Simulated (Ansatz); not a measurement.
A made-up structure of Al2H2Se, singlet:

```xyz
5
angstrom
Al -0.2959 1.5967 -0.5365
Al 1.1096 0.0564 0.5534
Se -1.0015 -0.6401 -0.3574
H -2.2761 -1.2793 -0.8545
H 2.5239 0.2963 1.2183
```

It is relaxed with PBE-D4/def2-SVP and then PBE0-D4/def2-TZVP (Ansatz 0.2.0). Atoms count as bonded within 1.22 times the sum of their covalent radii (H–H: 0.88 Å). The end point is not checked to be a true minimum.

Does its bonding change? (A judgement: the text doesn't fix the answer.)

Computed: No: no bond forms or breaks.

Where it ends: The first stage lowers the energy by 1.45 eV in 25 steps. It ends as Al₂H₂Se ([Al]1[AlH][SeH]1):
```
5
angstrom
Al -0.5922 2.0041 -1.1712
Al 0.8225 0.5727 0.5272
Se -1.1167 -0.4813 -0.8203
H -0.3017 -1.3014 0.1556
H 1.2480 -0.7640 1.3321
```

Labels in which every atom is bracketed show which atoms are joined, not bond orders.

For scale, one of the runs: PBE0-D4/def2-TZVP relaxation, 134 basis functions, launched by `ansatz run in.yaml --threads 2 --pin off --events-out ev --progress --plain --max-ram 4352MiB`. Hardware: 2 CPU threads of an Arm Neoverse V2, shared host. Wall time about 46 s.
